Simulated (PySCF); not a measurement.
SnH₂F₂, SMILES [F][SnH2][F].

Geometry: B3LYP-D3(BJ)/def2-TZVP. The def2 effective core potentials stand for the cores of Sn; spin–orbit coupling is left out.

All values below come from TDDFT-ωB97X/def2-SVPD in PySCF.

Vertical excitations.  State labels are in the subgroup C2v.

Give excitation energies, oscillator strengths and character. (The exact figures need the calculation; the answer reports its results.)


```
state  symmetry  energy (eV)  λ (nm)      f                                                main pairs
-----  --------  -----------  ------  -----  --------------------------------------------------------
S1           A2         7.78     159  0.000                                          HOMO→LUMO+1 92 %
S2           B2         7.92     157  0.032                          HOMO→LUMO 59 %, HOMO→LUMO+2 32 %
S3           B1         8.56     145  0.002                      HOMO−2→LUMO 57 %, HOMO−1→LUMO+1 26 %
S4           A1         8.71     142  0.102    HOMO−1→LUMO 52 %, HOMO−2→LUMO+1 22 %, HOMO−4→LUMO 11 %
S5           A2         8.88     140  0.000                                          HOMO−3→LUMO 72 %
S6           B2         8.95     139  0.513                          HOMO→LUMO+2 63 %, HOMO→LUMO 26 %
S7           A1         9.21     135  0.076  HOMO−2→LUMO+1 57 %, HOMO−1→LUMO 23 %, HOMO−1→LUMO+2 10 %
S8           B2         9.29     133  0.026      HOMO−3→LUMO+1 63 %, HOMO−5→LUMO 13 %, HOMO→LUMO 10 %
S9           B1         9.67     128  0.259                      HOMO−1→LUMO+1 62 %, HOMO−2→LUMO 19 %
S10          A1         9.90     125  0.001                                        HOMO−1→LUMO+2 74 %
T1           B2         6.86     181      0                                            HOMO→LUMO 81 %
T2           A2         7.44     167      0                                          HOMO→LUMO+1 89 %
T3           B2         7.78     159      0                                          HOMO→LUMO+2 79 %
T4           A1         7.94     156      0                                          HOMO−1→LUMO 79 %
```
Triplets are in the Tamm–Dancoff approximation, which puts them higher than full response would, so one can lie above its singlet here.
